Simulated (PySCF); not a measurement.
# Electron correlation in Ti²⁺ (titanium, charge +2)

[Ar] 3d1 4s1, high-spin 3D determinant (an excited configuration). All numbers are calculated (PySCF 2.14, scalar relativity by spin-free X2C-1e, in ANO-RCC-VTZP (6s5p3d2f1g, 59 functions)). Frozen: [Ne]; 10 electrons correlated.

```csv
level,correlation energy (mhartree)
CCSD,-308.86
(T),-7.04
CCSD(T),-315.90
```

Diagnostics: T1 = 0.0063, D1 = 0.0256, largest double amplitude 0.036.

Cost of the coupled-cluster step: about 6 core-seconds, for 10 correlated electrons.
